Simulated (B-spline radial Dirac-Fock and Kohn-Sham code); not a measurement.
## Cs 3s: cross section and angular parameters

System: neutral cesium in the configuration [Xe] 6s1; threshold 1211.0 eV (tabulated edge). Calculated with a radial finite-basis atomic code, using Dirac-Hartree-Slater photoionisation with a Latter tail; cross sections with all multipoles, angular parameters from the dipole term and its interference with E2.

For linearly polarised light dσ/dΩ = σ/(4π) [1 + β P₂(cos θ) + (δ + γ cos²θ) sin θ cos φ], with θ from the polarisation vector and φ the angle between the beam and the projection of the electron momentum on the plane normal to the polarisation.

| hν (eV) | σ (kb) | β | γ |
| --- | --- | --- | --- |
| 1360 | 58.8 | 1.976 | 0.836 |
| 2180 | 29.5 | 1.983 | 0.271 |
| 2390 | 25.4 | 1.984 | 0.192 |
| 2630 | 21.7 | 1.985 | 0.119 |
| 2984.4 | ? | ? | ? |
| 4000 | 10.4 | 1.987 | -0.091 |
| 4410 | 8.72 | 1.987 | -0.111 |
| 4680 | 7.81 | 1.987 | -0.118 |
| 4780 | 7.51 | 1.988 | -0.119 |
| 5414.7 | 5.95 | 1.988 | -0.114 |
| 8047.8 | 2.71 | 1.988 | 0.049 |
| 12800 | 1.03 | 1.988 | 0.514 |
| 15000 | 0.732 | 1.988 | 0.744 |

Q: Give the values at Ag Lα (2984.4 eV).

A: σ = 17.6 kb, β = 1.986, γ = 0.036. For an s subshell δ is negligible.
